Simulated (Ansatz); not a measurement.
`C[CH2][Al]([F])[Cl]`, 10 atoms. The species carries charge 0 and has multiplicity 1. All runs use 4 threads of an AMD EPYC 9R45 on a shared host. Correlated methods freeze the cores.

(1) How many basis functions does each run have, and how long does it take in Ansatz? RHF-MP2/def2-QZVPP energy; RHF-CCSD(T)/def2-SVP energy; RKS PBE0-D4/def2-SVP energy; RKS PBE0-D4/def2-TZVP frequencies; RKS LC-ωPBE/def2-TZVPP energy; RKS ωB97M-V/def2-SVP energy; RKS BHLYP-D4/def2-TZVPP energy; RKS SPW92 (LDA)/def2-TZVPP energy; RKS r2SCANh-D4/def2-TZVPP energy; RKS ωB97M-V/def2-QZVPP energy; RKS PBE0-D4/def2-TZVP relaxation (5 steps); RKS PBE0-D4/def2-QZVPP energy. (An estimate is asked.)

Results:

(1) Ansatz gave: Other jobs shared the machine, so times are rough.

| level | job | functions | wall time | peak host memory (GiB) |
| --- | --- | --- | --- | --- |
| RKS PBE0-D4/def2-SVP | energy | 103 | 0.5 s | 0.44 |
| RKS SPW92 (LDA)/def2-TZVPP | energy | 247 | 0.55 s | 0.33 |
| RKS LC-ωPBE/def2-TZVPP | energy | 247 | 1.1 s | 0.47 |
| RKS BHLYP-D4/def2-TZVPP | energy | 247 | 1.2 s | 0.67 |
| RHF-CCSD(T)/def2-SVP | energy | 103 | 1.5 s | 0.45 |
| RKS ωB97M-V/def2-SVP | energy | 103 | 1.6 s | 0.44 |
| RKS r2SCANh-D4/def2-TZVPP | energy | 247 | 1.9 s | 0.66 |
| RKS PBE0-D4/def2-QZVPP | energy | 461 | 3.1 s | 1.7 |
| RHF-MP2/def2-QZVPP | energy | 461 | 7 s | 2.6 |
| RKS ωB97M-V/def2-QZVPP | energy | 461 | 7 s | 2 |
| RKS PBE0-D4/def2-TZVP | relaxation (5 steps) | 197 | 8 s | 0.52 |
| RKS PBE0-D4/def2-TZVP | frequencies | 197 | 55 s | 0.54 |

LC-ωPBE has ω = 0.4 bohr⁻¹.
